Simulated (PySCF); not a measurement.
Dipole moment (D) of eight compounds of closed-shell metals: PBE beside HF, computed with PySCF for isolated molecules in the bases named; differences from unrounded values. The eight are the first of their class met in an unordered collection, after screening for sound electronic states; none was chosen by its value, except that the dipole had to exceed 0.05 D. Each molecule has one DFT geometry for both levels.

```json
[
 {"molecule": "Al(Cl)(GeH3)(Me) (CH₆AlClGe), SMILES [CH3][Al]([Cl])[GeH3]", "basis": "def2-TZVP", "HF": "1.88", "PBE": "…", "difference": "…"},
 {"molecule": "Al(Cl)(OH)(OSiH3) (AlClH₄O₂Si), SMILES [SiH3][O][Al]([Cl])[OH]", "basis": "def2-TZVP", "HF": "2.26", "PBE": "1.96", "difference": "-0.30"},
 {"molecule": "Zn(SMe)(SeH) (CH4SSeZn), SMILES C[S][Zn][SeH]", "basis": "def2-TZVP", "HF": "1.50", "PBE": "…", "difference": "…"},
 {"molecule": "AlH₇O₂Si₂, SMILES [OH][Al]([OH])[SiH2][SiH3]", "basis": "def2-TZVP", "HF": "2.75", "PBE": "2.41", "difference": "-0.34"},
 {"molecule": "Al(H)(OMe)2 (C₂H₇AlO₂), SMILES C[O][AlH][O]C", "basis": "def2-TZVP", "HF": "1.87", "PBE": "1.69", "difference": "-0.18"},
 {"molecule": "C₂H₃AlClNO, SMILES [CH3][Al]([Cl])[N]=C=O", "basis": "def2-TZVP", "HF": "2.86", "PBE": "…", "difference": "…"},
 {"molecule": "C₃H₈MgO, SMILES [O](C)[Mg][CH2]C", "basis": "def2-TZVP", "HF": "0.41", "PBE": "0.72", "difference": "0.31"},
 {"molecule": "Al(H)(Me)(OEt) (C3H9AlO), SMILES CC[O][AlH][CH3]", "basis": "def2-TZVP", "HF": "0.26", "PBE": "0.04", "difference": "-0.22"}
]
```

Question: What belongs in the gaps? (An estimate is asked for; the answer gives what the named calculation found.)

Answer: 
- Al(Cl)(GeH3)(Me) (CH₆AlClGe), SMILES [CH3][Al]([Cl])[GeH3], PBE: 1.75
- Al(Cl)(GeH3)(Me) (CH₆AlClGe), SMILES [CH3][Al]([Cl])[GeH3], difference: -0.13
- C₂H₃AlClNO, SMILES [CH3][Al]([Cl])[N]=C=O, PBE: 2.65
- C₂H₃AlClNO, SMILES [CH3][Al]([Cl])[N]=C=O, difference: -0.21
- Zn(SMe)(SeH) (CH4SSeZn), SMILES C[S][Zn][SeH], PBE: 1.46
- Zn(SMe)(SeH) (CH4SSeZn), SMILES C[S][Zn][SeH], difference: -0.04

PBE lies below HF in 7 and above it in 1 of the eight; the mean signed difference is -0.14 and the largest -0.34 D.
